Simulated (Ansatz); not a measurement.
`[OH][Ge@@H]1[CH2][C@@H]1Cl` → 2 C• + Cl• + Ge• + 5 H• + O•  (atomization)

Isolated molecules relaxed with PBE0-D4/def2-TZVP in Ansatz; ΔE leaves out vibrations. CCSD(T)/CBS is the MP2 limit (def2-TZVPP, def2-QZVPP) plus CCSD(T) − MP2 in def2-TZVPP, frozen cores. This one scheme is used for every species, atoms too. Functionals use def2-TZVPP. B3LYP here is the variant with VWN-RPA as its local correlation; programs differ in this. Open shells (•) are unrestricted, without spin–orbit coupling. Spin–orbit coupling would lower the free atoms: a little for C, Cl, O; clearly for Ge. Bonds to Ge are less sure, by a few kJ/mol each and by 10 to 20 or more in all where they break to atoms, as the def2 sets lack core-valence functions. Scalar relativity is left out up to krypton. Each species was taken in one conformer, which may not be the lowest.

`[OH][Ge@@H]1[CH2][C@@H]1Cl`:

Cartesian coordinates in Å:
```
O 1.660 -1.042 -1.103
Ge -0.003 -0.953 -0.508
C -0.817 0.791 -0.333
C -0.281 0.232 1.001
Cl 1.123 1.066 1.670
H 2.222 -0.432 -0.613
H -0.731 -2.262 -0.761
H -0.268 1.634 -0.741
H -1.894 0.920 -0.390
H -1.012 0.045 1.778
```

```json
{"level": "r2SCAN-D4", "ΔE (kJ/mol)": "3496.5", "difference from CCSD(T)/CBS": "3.7"}
{"level": "PBE0-D4", "ΔE (kJ/mol)": "3489.4", "difference from CCSD(T)/CBS": "-3.4"}
{"level": "B3LYP-D4", "ΔE (kJ/mol)": "3446.2", "difference from CCSD(T)/CBS": "-46.6"}
{"level": "ωB97X-V", "ΔE (kJ/mol)": "3490.2", "difference from CCSD(T)/CBS": "-2.6"}
{"level": "B2PLYP", "ΔE (kJ/mol)": "3425.2", "difference from CCSD(T)/CBS": "-67.6"}
{"level": "PBE", "ΔE (kJ/mol)": "3542.4", "difference from CCSD(T)/CBS": "49.6"}
{"level": "r2SCAN", "ΔE (kJ/mol)": "3491.0", "difference from CCSD(T)/CBS": "-1.8"}
{"level": "PBE0", "ΔE (kJ/mol)": "3469.5", "difference from CCSD(T)/CBS": "-23.3"}
{"level": "B3LYP", "ΔE (kJ/mol)": "3408.0", "difference from CCSD(T)/CBS": "-84.8"}
{"level": "HF/def2-TZVPP", "ΔE (kJ/mol)": "2400.9", "difference from CCSD(T)/CBS": "-1091.9"}
{"level": "MP2/def2-TZVPP", "ΔE (kJ/mol)": "3479.2", "difference from CCSD(T)/CBS": "-13.6"}
{"level": "CCSD/def2-TZVPP", "ΔE (kJ/mol)": "3329.0", "difference from CCSD(T)/CBS": "-163.8"}
{"level": "CCSD(T)/def2-TZVPP", "ΔE (kJ/mol)": "3397.9", "difference from CCSD(T)/CBS": "-94.9"}
{"level": "HF/def2-QZVPP", "ΔE (kJ/mol)": "2404.1", "difference from CCSD(T)/CBS": "-1088.7"}
{"level": "HF/CBS(def2)", "ΔE (kJ/mol)": "2404.6", "difference from CCSD(T)/CBS": "-1088.2"}
{"level": "MP2/CBS(def2)", "ΔE (kJ/mol)": "3574.2", "difference from CCSD(T)/CBS": "81.4"}
{"level": "CCSD(T)/CBS", "ΔE (kJ/mol)": "3492.8", "difference from CCSD(T)/CBS": "0"}
```

Largest T1 diagnostic among the species: 0.011.

In def2-TZVPP, CCSD(T) changes the Hartree–Fock value by +997.0 kJ/mol (the triples alone add +68.9 kJ/mol) and MP2 by +1078.3 kJ/mol; breaking electron pairs costs correlation energy, which Hartree–Fock lacks. The D4 term adds +38.2 kJ/mol with B3LYP and +19.9 kJ/mol with PBE0; it sums over pairs of atoms, weighted by their polarisabilities, and B3LYP, whose exchange is more repulsive, gets the larger term. From PBE to PBE0 (25 % exact exchange), in def2-TZVPP and without D4, ΔE moves by −72.9 kJ/mol: exact exchange takes away binding that semilocal exchange gives to molecules.

For atomizations the MP2-based limit and the directly extrapolated one differ by several kJ/mol either way, and by 10 to 25 for some Ge, Se and Sn compounds, so smaller differences from it don't rank the levels.
